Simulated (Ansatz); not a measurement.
Consider the ligand exchange at a Zn–S bond: `[CH3][Zn][S][SiH3]` + `N=CO` → `[CH3][Zn][O]C=N` + `[SiH3]S`.

Gas-phase electronic energies from Ansatz, PBE0-D4/def2-TZVP geometries. CBS: MP2 limit from def2 TZ/QZ plus the TZ coupled-cluster correction, frozen cores. This one scheme is used for every species. Functionals use def2-TZVPP. B3LYP here is the variant with VWN-RPA as its local correlation; programs differ in this. For Zn outer-core shells are correlated without core-valence functions, which leaves a few kJ/mol of doubt a bond. Scalar relativity is left out up to krypton. Each species was taken in one conformer, which may not be the lowest.

`[CH3][Zn][S][SiH3]`:

```xyz
10

C     0.086    2.501    0.004
Zn   -0.080    0.724   -0.737
S    -0.270   -1.257   -1.620
Si   -0.061   -2.407    0.156
H     0.848    2.518    0.786
H    -0.862    2.825    0.439
H     0.373    3.213   -0.772
H    -1.145   -2.126    1.137
H     1.236   -2.154    0.839
H    -0.126   -3.838   -0.232
```

`N=CO`:

```xyz
6

N     0.022   -1.032   -0.096
C    -0.161    0.211   -0.160
O     0.463    1.064    0.656
H    -0.533   -1.523   -0.789
H    -0.816    0.750   -0.848
H     1.025    0.531    1.237
```

`[CH3][Zn][O]C=N`:

Cartesian coordinates in Å:
```
C 1.234 1.904 -0.444
Zn 0.393 0.182 -0.494
O -0.334 -1.466 -0.668
C -1.152 -2.036 0.202
N -1.612 -1.612 1.303
H 0.673 2.619 -1.048
H 1.277 2.274 0.582
H 2.252 1.842 -0.833
H -1.457 -3.036 -0.123
H -1.274 -0.671 1.524
```

`[SiH3]S`:

```xyz
6

Si   -0.435   -0.268    0.132
S     1.241    0.287   -1.073
H    -0.010   -0.780    1.459
H    -1.113   -1.342   -0.631
H    -1.364    0.873    0.335
H     1.682    1.230   -0.223
```

(1) Is it downhill or uphill in electronic energy at CCSD(T)/CBS, and by how much? (An estimate is asked.)

(2) What do these levels give: LDA (SPW92), r2SCAN-D4, r2SCANh-D4, revPBE, B3LYP, CCSD/def2-TZVPP? (Estimate.)

Largest T1 diagnostic among the species: 0.016.

Results:

(1) Ansatz gave: Uphill: ΔE = +0.65 eV.

(2) The calculation gave: LDA (SPW92) 0.67, r2SCAN-D4 0.65, r2SCANh-D4 0.68, revPBE 0.64, B3LYP 0.59, CCSD/def2-TZVPP 0.60 eV.

Leaving LDA and LC-ωPBE aside and taking each functional with its dispersion term where it has one, the values, not all of them listed here, spread over 0.18 eV, from BLYP-D4 to HSE06-D4. From BLYP to BHLYP (50 % exact exchange), in def2-TZVPP and without D4, ΔE moves by +0.10 eV. At CCSD(T), def2-SVP lies −0.12 eV from the extrapolated value and def2-TZVPP −0.06 eV.
